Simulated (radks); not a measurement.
The numbers below are computed, except where a source is named.
Problem. Radial electron density D(r) = 4 pi r^2 rho(r) of an atom or ion with 42 electrons. Level of theory: Dirac Kohn-Sham, PBE, spin-unpolarised, spherical densities, finite nucleus; Fermi nuclear charge, rms radius of each element as measured or else 0.836 A^(1/3) + 0.57 fm (a radial shooting solver on a logarithmic mesh with Libxc functionals).

```
   r/bohr * D(r) (the largest magnitude, 69.7, reaches the edge; | marks zero)
 0.001524 | *
 0.001759 | *
 0.002032 |  *
 0.002366 |   *
 0.002732 |   *
 0.003155 |     *
 0.003644 |      *
 0.004208 |        *
  0.00486 |          *
 0.005613 |             *
 0.006482 |                *
 0.007486 |                   *
 0.008715 |                       *
  0.01006 |                           *
  0.01162 |                               *
  0.01342 |                                   *
   0.0155 |                                      *
   0.0179 |                                         *
  0.02068 |                                           *
  0.02388 |                                            *
  0.02758 |                                           *
  0.03211 |                                         *
  0.03708 |                                       *
  0.04282 |                                     *
  0.04945 |                                     *
  0.05711 |                                       *
  0.06596 |                                          *
  0.07617 |                                               *
  0.08797 |                                                    *
   0.1016 |                                                      *
   0.1183 |                                                    *
   0.1366 |                                               *
   0.1578 |                                         *
   0.1822 |                                    *
   0.2104 |                                  *
    0.243 |                                     *
   0.2806 |                                        *
   0.3241 |                                          *
   0.3743 |                                       *
   0.4357 |                               *
   0.5032 |                     *
   0.5812 |              *
   0.6712 |          *
   0.7751 |          *
   0.8952 |          *
    1.034 |          *
    1.194 |         *
    1.379 |      *
    1.605 |    *
    1.854 |  *
    2.141 | *
    2.473 |*
    2.856 *
    3.298 *
    3.809 *
    4.399 *
     5.08 *
    5.914 *
     6.83 *
```

What is the nuclear charge?

Solution. Z = 44. The innermost maximum, from 1s, lies near gamma/Z bohr with gamma = sqrt(1 - (Z/c)^2) = 0.947, here 0.0215 bohr (found: 0.0235), and its height grows with Z. The density is that of the ruthenium ion Ru2+ in [Kr] 4d6; the configuration itself is not fixed sharply by these data, and Z only to a few units. D(r) has 4 maxima, at r = 0.0235, 0.104, 0.319, 0.947 bohr, and minima at 0.0471, 0.205, 0.751 bohr, inside which lie 2.05, 11.10, 29.13 electrons.
